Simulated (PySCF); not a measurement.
NMR data simulated for an unnamed compound:

¹H NMR (600 MHz, computed): δ 4.82 (m, 2H), 3.97 (t, 3H), 3.86 (t, 3H), 2.06 (q, 2H), 1.82 (q, 2H), 1.75 (m, 2H).

¹³C{¹H} NMR (computed): δ 161.2 (C), 141.5 (C), 19.4 (CH2), 17.8 (CH2), 15.8 (CH2).

PySCF calculation with shielding tensors at PBE0/pcSseg-1 (GIAO) and coordinates at the GFN2-xTB level; single conformer, in vacuum, no relativistic terms, one averaged value for each set of equivalent atoms.

Scale: ¹H (31.72 ppm), ¹³C (186.93 ppm) vs TMS (reference shieldings calculated alike).

Task: Which of these does the molecule contain: a C≡C triple bond, a methoxy group, a Si–H bond, a non-aromatic C=C double bond, a CH3CH2 unit?

Result: 
- A C≡C triple bond: no.
- A methoxy group: no.
- A Si–H bond: yes (δH 3.97 (t)).
- A non-aromatic C=C double bond: yes.
- A CH3CH2 unit: no.

The data belong to SMILES [SiH3]CC1=C(C[SiH3])[SiH2]C1, C5H14Si3; they needn't prove each group on their own.

Carbon signals by region: 1 in the far downfield region (above 160 ppm), 1 in the sp2 and nitrile region (100–160 ppm), 3 below 50 ppm. Above 160 ppm: 161.2, fully substituted alkene carbon.

Shifts are as computed. Against solution values, carbons near 30 ppm lie about +3 ppm off and those near 130 ppm about +5 ppm. Of 1211 compounds with measured shifts, 218 miss one by over three times the rms of a fit or turn the order of signals round; such compounds aren't used in these exercises. No couplings were computed; multiplicities are counted from neighbouring protons, with m where these are inequivalent, close in shift, in a saturated or five-membered ring or joined by F or P, and br s for small geminal =CH2 splittings.
